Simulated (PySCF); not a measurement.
Several molecules and their computed UV-vis stick spectra, shuffled. Level of theory: TDDFT CAM-B3LYP/def2-SVPD, vertical, gas phase, core orbitals frozen in the response (PySCF). Geometries: PBE0-D3(BJ)/def2-SVP; one conformer of each isolated species. Triplets are in the Tamm–Dancoff approximation. Relativistic effects are left out although some hold elements past zinc. Ions are computed without counter-ions or solvent.

A. `N#CC#CC#N`
B. `Bc1ccc(Cl)cc1`
C. `F[CH2][GeH2][F]`
D. `F[CH]([GeH3])F`
E. `Clc1ccc(C([O-])=O)cc1`

Lowest singlet levels (six at most, fewer where fewer were computed) with oscillator strengths:

1. 176 nm (f 0.006); 158 nm (f 0.001); 151 nm (f 0.023); 141 nm (f 0.000); 141 nm (f 0.272); 137 nm (f 0.063); T1 6.59 eV
2. 282 nm (f 0.000); 280 nm (f 0.000); 249 nm (f 0.000); 243 nm (f 0.000); 239 nm (f 0.011); 234 nm (f 0.002)
3. 158 nm (f 0.030); 150 nm (f 0.026); 149 nm (f 0.003); 144 nm (f 0.249); 138 nm (f 0.038); 137 nm (f 0.010); T1 7.31 eV
4. 289 nm (f 0.000); 276 nm (f 0.000 summed over 2 states); 188 nm (f 0.000); 180 nm (f 0.000 summed over 2 states); 162 nm (f 0.000); 161 nm (f 0.000 summed over 2 states) [of 10 roots; the last level is left out, as the window may have cut its degenerate partner]; T1 3.46 eV
5. 257 nm (f 0.018); 247 nm (f 0.408); 221 nm (f 0.000); 215 nm (f 0.001); 200 nm (f 0.151); 190 nm (f 0.000)

Question: Match each spectrum to its molecule.

Answer: 1 = C, 2 = E, 3 = D, 4 = A, 5 = B.
- A: S1 at 4.29 eV, HOMO-1/HOMO→LUMO/LUMO+1 (≥95%); Löwdin shares by element: HOMO (one of a set within 0.03 eV) carbon 43% or more, nitrogen 35% (atoms not listed hold the other 22%); LUMO (one of a set within 0.03 eV) carbon 41% or more, nitrogen 33% (atoms not listed hold the other 26%); HOMO -10.75 and LUMO -2.22 eV; point group D∞h, 9 of its 9 listed states under f = 0.0005.
- B: S1 at 4.82 eV, HOMO-1→LUMO (78%), HOMO→LUMO+1 (20%); Löwdin shares by element: HOMO carbon 47% or more, chlorine 23% (atoms not listed hold the other 30%); LUMO carbon 36% or more, boron 32% (atoms not listed hold the other 32%); HOMO -8.74 and LUMO -1.22 eV; point group C2v, 2 of its 6 listed states under f = 0.0005.
- C: S1 at 7.06 eV, HOMO→LUMO (95%); Löwdin shares by element: HOMO fluorine 32%, carbon 30%, germanium 20% (atoms not listed hold the other 18%); LUMO germanium 39%, fluorine 12% or more, carbon 11%, hydrogen 11% or more (atoms not listed hold the other 28%); HOMO -10.32 and LUMO 0.45 eV; point group Cs, 1 of its 6 listed states under f = 0.0005.
- D: S1 at 7.86 eV, HOMO→LUMO (58%), HOMO→LUMO+1 (38%); Löwdin shares by element: HOMO fluorine 35%, carbon 28%, germanium 20% (atoms not listed hold the other 16%); LUMO germanium 56%, hydrogen 29% or more; HOMO -10.06 and LUMO 0.87 eV; point group Cs.
- E: S1 at 4.40 eV, HOMO→LUMO (88%); Löwdin shares by element: HOMO oxygen 88%, carbon 6% or more; LUMO carbon 58% or more (atoms not listed hold the other 42%); HOMO -3.72 and LUMO 3.75 eV; point group C2v, 4 of its 6 listed states under f = 0.0005.
A and E have S1 within 0.11 eV of each other; their strongest listed levels stand at 4.29 eV (f 0.000) and 5.19 eV (f 0.011).

A slash joins orbitals within 0.01 eV of each other, whose weights are summed (≥ marks a lower bound).
